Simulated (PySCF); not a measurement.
CH₂O₂, charge -1, doublet, at a GFN2-xTB geometry (a state made from the parent by changing its charge; the spin is typed, not shown lowest).

Input for PySCF:
```python
from pyscf import gto, scf, cc

mol = gto.Mole()
mol.atom = '''
    O     0.88165186   -0.79800338   -0.04541124
    C    -0.44999146   -0.19581427    0.20339102
    O    -0.57442091    1.06337156   -0.05525830
    H     1.43328073   -0.02488347   -0.20621193
    H    -1.19117966   -0.92317640   -0.20877782
'''
mol.basis = 'def2-svp'
mol.charge = -1
mol.spin = 1
mol.verbose = 4
mol.build()

mf = scf.UHF(mol)
mf.kernel()

mycc = cc.CCSD(mf)
mycc.diis_space = 10
mycc.kernel()
et = mycc.ccsd_t()
print('E(CCSD(T)) = %.10f' % (mycc.e_tot + et))
```

**Question.** Give the SCF-reference HOMO energy at the level CCSD(T)/def2-SVP (PySCF).

**Answer.** -0.73 eV

**Question.** What is the computed MP2 correlation energy (CCSD(T)/def2-SVP)?

**Answer.** -0.5046 Eh

**Question.** Predict the SCF-reference Mulliken (on the basis functions themselves) charges in atom order from CCSD(T)/def2-SVP.

**Answer.** O1 -0.54, C2 0.28, O3 -0.72, H4 0.13, H5 -0.14

**Question.** What is the computed nuclear repulsion energy (CCSD(T)/def2-SVP)?

**Answer.** 66.1123 Eh

**Question.** Estimate the total energy that CCSD(T)/def2-SVP returns for this input.

**Answer.** -189.0590 Eh

These values belong to the state on which the SCF converged, which isn't shown to be the lowest.
